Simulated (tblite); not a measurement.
Species: CH3B2Br2F.
SMILES with atom numbers: `[F:1][B:2]([Br:3])[CH2:4][BH:5][Br:6]` (hydrogens: H7, H8 on C4; H9 on B5)

Computed with GFN2-xTB (tblite), gas phase: L-BFGS steps from a force-field or distance-geometry start until the largest atomic force falls under 0.01 eV/Å.

Geometry at step 4:
```
atom  x, y, z in Å
F1     -2.0299   -0.2968    0.8407
B2     -1.3019    0.3636   -0.0376
Br3    -1.8900    2.0517   -0.6477
C4      0.0801   -0.2344   -0.5560
B5      1.1409   -0.4212    0.6159
Br6     2.7595    0.4926    0.6019
H7     -0.1224   -1.2149   -1.0149
H8      0.4989    0.4009   -1.3403
H9      0.8783   -1.1356    1.5128
```

**Question.** What forces act on the atoms?

**Answer.** 
```csv
atom,Fx (eV/Å),Fy (eV/Å),Fz (eV/Å)
F1,-0.006,0.231,-0.165
B2,0.317,-0.042,-0.142
Br3,-0.104,-0.225,0.211
C4,0.112,0.074,-0.006
B5,-0.284,-0.159,-0.018
Br6,-0.118,-0.058,0.017
H7,0.016,0.102,0.230
H8,-0.075,0.004,-0.095
H9,0.142,0.072,-0.033
```

The largest, 0.35 eV/Å, acts on B2; the rms over all components is 0.143 eV/Å. The forces sum to zero within rounding, as they must for an isolated molecule in no field.

**Question.** Give the force on B2 in Eh/bohr and in nN.

**Answer.** 0.350 eV/Å ÷ 51.422 = 0.00680 Eh/bohr, and 0.350 eV/Å × 1.602 = 0.56 nN.

**Question.** How far is this geometry from the end of the optimisation?

**Answer.** 0.040 eV above it, and 0.200 Å rms away after alignment. The bonds farthest from their final lengths, with half the difference of the two atoms' forces along the bond (positive lengthens):

```json
{"bond": "B2–Br3", "now (Å)": "1.889", "final (Å)": "1.876", "force along bond (eV/Å)": "-0.07"}
{"bond": "B2–C4", "now (Å)": "1.593", "final (Å)": "1.582", "force along bond (eV/Å)": "-0.13"}
{"bond": "C4–B5", "now (Å)": "1.592", "final (Å)": "1.583", "force along bond (eV/Å)": "-0.12"}
{"bond": "C4–H7", "now (Å)": "1.101", "final (Å)": "1.094", "force along bond (eV/Å)": "-0.05"}
{"bond": "B5–H9", "now (Å)": "1.176", "final (Å)": "1.172", "force along bond (eV/Å)": "-0.12"}
```

The angle farthest from its final value is Br3–B2–C4, 120.0° against 123.8°.

Of the 2 listed bonds off by 0.010 Å or more, this force points towards the final length in 2.

The cost below is that of the whole relaxation. The run took 0.32 s of wall time on an Arm Neoverse V1 with one thread, shared host.
